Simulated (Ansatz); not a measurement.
Compare A (`CCO[SiH2]C`) with its isomer B (`C[SiH](C)CO`).

Computed with Ansatz on PBE0-D4/def2-TZVP structures; ΔE is electronic, products minus reactants. CCSD(T)/CBS is the MP2 limit (def2-TZVPP, def2-QZVPP) plus CCSD(T) − MP2 in def2-TZVPP, frozen cores. DFT in def2-TZVPP. One conformer a species, not always the lowest.

Problem. Which isomer does CCSD(T)/CBS put lower? Give the gap. (An estimate is asked.)

Solution. Computed: A, by 82.8 kJ/mol.

Problem. Give E(B) − E(A) in kJ/mol with PBE-D4, B2PLYP, PBE0-D4, MP2/def2-TZVPP, CCSD(T)/def2-TZVPP, ωB97M-V, CCSD/def2-TZVPP. (An estimate is asked.)

Solution. Ansatz gave: PBE-D4 68.9, B2PLYP 87.8, PBE0-D4 74.5, MP2/def2-TZVPP 85.1, CCSD(T)/def2-TZVPP 84.3, ωB97M-V 80.0, CCSD/def2-TZVPP 87.3. None reverses the order clearly.

Largest T1 diagnostic: 0.010.

From PBE to PBE0 (25 % exact exchange), in def2-TZVPP and without D4, E(B) − E(A) moves by +5.6 kJ/mol. In def2-TZVPP, CCSD(T) changes the Hartree–Fock value by −24.2 kJ/mol (the triples alone add −3.0 kJ/mol) and MP2 by −23.4 kJ/mol.
